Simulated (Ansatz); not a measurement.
Start from `C=[CH][InH][Cl]` and change one atom or group to get `C=[CH][In]([F])[Cl]`.

Ansatz, PBE0-D4/def2-TZVP geometries, multiplicity 1. Each molecule was computed in one conformer, which needn't be the lowest.

Elements past krypton have def2 core potentials.

```tsv
property	`C=[CH][InH][Cl]`
size of the dipole moment (ωB97M-V/def2-TZVPP) / D	3.21
HOMO energy (ωB97M-V/def2-TZVPP) / eV	-10.19
LUMO energy (B3LYP/def2-TZVPP) / eV	-2.15
HOMO energy (PBE0/def2-TZVPP) / eV	-8.01
size of the dipole moment (PBE/def2-TZVPP) / D	3.11
HOMO–LUMO gap (B3LYP/def2-TZVPP) / eV	5.63
```

Task: What does the change do to each property? (Best estimate.)

Result: Computed: 
```json
{"property": "size of the dipole moment (ωB97M-V/def2-TZVPP) / D", "`C=[CH][In]([F])[Cl]`": "4.02", "shift": "0.81"}
{"property": "HOMO energy (ωB97M-V/def2-TZVPP) / eV", "`C=[CH][In]([F])[Cl]`": "-10.91", "shift": "-0.72"}
{"property": "LUMO energy (B3LYP/def2-TZVPP) / eV", "`C=[CH][In]([F])[Cl]`": "-2.13", "shift": "0.02"}
{"property": "HOMO energy (PBE0/def2-TZVPP) / eV", "`C=[CH][In]([F])[Cl]`": "-8.72", "shift": "-0.71"}
{"property": "size of the dipole moment (PBE/def2-TZVPP) / D", "`C=[CH][In]([F])[Cl]`": "4.00", "shift": "0.89"}
{"property": "HOMO–LUMO gap (B3LYP/def2-TZVPP) / eV", "`C=[CH][In]([F])[Cl]`": "6.34", "shift": "0.71"}
```

Dipoles are sizes alone; their direction can turn.

B3LYP here is the variant with VWN-RPA as its local correlation; programs differ in this.
